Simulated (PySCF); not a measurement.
Work out the structure from these simulated measurements.

Formula: C3H12BN.

* Couplings: largest of the computed one-bond spin–spin couplings (means over like bonds): 13C–1H +148.3, 13C–1H +145.5, 13C–1H +145.4 (×3), 13C–1H +132.5 (×3), 11B–1H +110.1 (×3), 15N–1H -71.4, 13C–13C +37.5, 15N–13C -6.6 Hz [B3LYP/pcJ-1, spin–dipole term left out for some pairs]
* Triplet: lowest triplet excitation (Tamm–Dancoff): 7.02 eV [TDA CAM-B3LYP/def2-SVPD]
* Rotational structure: rotational constants A, B, C: 7.512, 3.408, 2.628 GHz [PBE0-D3(BJ)/def2-SVP]
* Valence photoelectron: vertical ionisation energy: 10.17 eV [ΔSCF CAM-B3LYP/def2-SVPD]
* 13C NMR: chemical shifts (computed TMS as zero) by class: 51.9 (1 C), 39.1 (1 C), 13.7 (1 C) ppm [GIAO PBE0/pcSseg-1]
* Dipole: 5.43 D [CAM-B3LYP/def2-SVPD]
* 1H NMR: chemical shifts (computed TMS as zero) by class: 3.09 (1 H), 2.36 (3 H), 2.19 (1 H), 2.05 (3 H), 1.93 (1 H), 1.05 (3 H) ppm [GIAO PBE0/pcSseg-1]
* XPS: B1s 193.4, C1s 291.4, C1s 292.1, C1s 292.2, N1s 407.0 eV [ΔSCF SCAN, pcX-2 on the ionised atom, pcseg-1 elsewhere, spin-free X2C]
* NMR, other nuclei: isotropic shieldings of nuclei other than C and H, by class: 117 (1 B), 199 (1 N) ppm [GIAO PBE0/pcSseg-1]
* UV, first state: lowest singlet excitation: 7.17 eV (173 nm, f = 0.023) [TDDFT CAM-B3LYP/def2-SVPD]

Electronic properties: PySCF, gas phase, density fitting. Levels stand in brackets. The structure is a single PBE0-D3(BJ)/def2-SVP conformer in the gas phase; no vibrational or solvent corrections. Each NMR value is the plain mean over a class of atoms that symmetry, rotation or inversion makes alike.

Question: Give a SMILES that accounts for the data.

Answer: Numbering: `[BH3-:1][N@H+:2]([CH3:3])[CH2:4][CH3:5]`. 3 carbons fall into 3 classes; from least to most shielded: sp3 carbon bound to nitrogen [C4] (51.9 ppm), N-methyl carbon [C3] (39.1 ppm), methyl carbon [C5] (13.7 ppm). Hydrogen classes from least to most shielded: 1 H on an sp3 carbon bound to nitrogen, C4 (3.09 ppm), 3 H on an N-methyl carbon, C3 (2.36 ppm, a mean of values up to 0.9 ppm apart in this geometry), 1 H on an sp3 carbon bound to nitrogen, C4 (2.19 ppm), 3 H on a four-coordinate boron, B1 (2.05 ppm), 1 H on a nitrogen bonded to B, 2 C and H, N2 (1.93 ppm), 3 H on a methyl carbon, C5 (1.05 ppm, a mean of values up to 0.6 ppm apart in this geometry). The other shieldings belong to: 117 ppm, four-coordinate boron [B1]; 199 ppm, nitrogen bonded to B, 2 C and H [N2]. The couplings run between: +148.3 Hz, sp3 carbon bound to nitrogen [C4] and its hydrogen; +145.5 Hz, sp3 carbon bound to nitrogen [C4] and its hydrogen; +145.4 Hz, N-methyl carbon [C3] and its hydrogen (with 2 like pairs); +132.5 Hz, methyl carbon [C5] and its hydrogen (with 2 like pairs); +110.1 Hz, four-coordinate boron [B1] and its hydrogen (with 2 like pairs); -71.4 Hz, nitrogen bonded to B, 2 C and H [N2] and its hydrogen; +37.5 Hz, sp3 carbon bound to nitrogen [C4] and methyl carbon [C5]; -6.6 Hz, nitrogen bonded to B, 2 C and H [N2] and N-methyl carbon [C3]. The core levels belong to: B1s 193.4 eV, four-coordinate boron [B1]; C1s 291.4 eV, methyl carbon [C5]; C1s 292.1 eV, sp3 carbon bound to nitrogen [C4]; C1s 292.2 eV, N-methyl carbon [C3]; N1s 407.0 eV, nitrogen bonded to B, 2 C and H [N2]. The first electron is taken from the HOMO, whose largest Löwdin shares are 0.41 on the four-coordinate boron, 0.22 on each of 2 atoms of one kind (B–H hydrogen) and 0.04 on the nitrogen bonded to B, 2 C and H. The optimised geometry has point group C1 and is an asymmetric top. Structure: `[BH3-][N@H+](C)CC`. Computed isomers that give other values at the same levels: `CC(C)[BH2-][NH3+]` (rotational constant A: 7.145 GHz; this holds for the one conformer computed); `[BH3-][NH2+]CCC` (rotational constant A: 11.521 GHz; this holds for the one conformer computed); `C[BH2-][NH2+]CC` (rotational constant A: 15.675 GHz; this holds for the one conformer computed). The assignments are read from this structure; whether some other isomer fits the data as well wasn't checked. The mirror image fits equally.

Shape of the structure used: `[BH3-:1][N@H+:2]([CH3:3])[CH2:4][CH3:5]`: B1–N2–C4–C5 -169°.
